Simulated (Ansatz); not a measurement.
Molecule: sum formula BN₂H₃Cl (charge -1, singlet). It need not be the lowest isomer of its formula. Whether it binds its extra electron was not tested at this geometry. 
Structure (B3LYP-D3(BJ)/def2-TZVP (Ansatz, an electronic-structure program) minimum search):
```xyz
7

N      1.0238    -1.2876     0.7766
B      0.0142    -0.5337     0.3104
N     -1.4283    -0.7642     0.4148
Cl     0.2650     1.1385    -0.7058
H      1.9504    -0.9610     0.5322
H     -1.6752    -1.4132     1.1483
H     -2.0205     0.0506     0.4259
```
Charge -1, spin multiplicity 1.

Total electronic energies in hartree. Correlated levels leave the core frozen unless marked. No spin-orbit coupling. Non-relativistic. CBS(X,Y): correlation extrapolated as X^-3; Hartree-Fock from the larger set. The bracket is a focal-point correction in the basis named.

```csv
level,program,energy (Eh)
HF/6-31G*,Ansatz,-594.89897
HF/aug-cc-pV(Q+d)Z,Ansatz,-595.02485
BLYP-D3(BJ)/def2-TZVPD,Ansatz + dftd3,?
BHLYP/def2-TZVPD,Ansatz,-596.48447
r2SCAN0-D4/def2-TZVPD,Ansatz + dftd4,?
B2GP-PLYP/def2-TZVPD,Ansatz,?
MP2/STO-3G,Ansatz,-588.28603
RI-MP2/aug-cc-pV(T+d)Z,Ansatz,-595.76034
RI-MP2/cc-pV(T+d)Z,Ansatz,-595.73199
"RI-MP2/CBS(aug-cc-pV(T+d)Z,aug-cc-pV(Q+d)Z)",Ansatz,-595.8564
SCS-MP2/aug-cc-pV(T+d)Z,Ansatz,-595.74784
SCS-MP2/cc-pV(Q+d)Z,Ansatz,-595.80077
CCSD/STO-3G,Ansatz,-588.31658
"RI-MP2/CBS(aug-cc-pV(T+d)Z,aug-cc-pV(Q+d)Z)+[CCSD(T)-MP2]/aug-cc-pV(T+d)Z",Ansatz,-595.9163
"CCSD(T)/CBS(aug-cc-pV(T+d)Z,aug-cc-pV(Q+d)Z)",Ansatz,-595.9093
```

Q: Complete the blanks.

A: 
- BLYP-D3(BJ)/def2-TZVPD, energy (Eh): -596.52967
- r2SCAN0-D4/def2-TZVPD, energy (Eh): -596.43715
- B2GP-PLYP/def2-TZVPD, energy (Eh): -596.25097
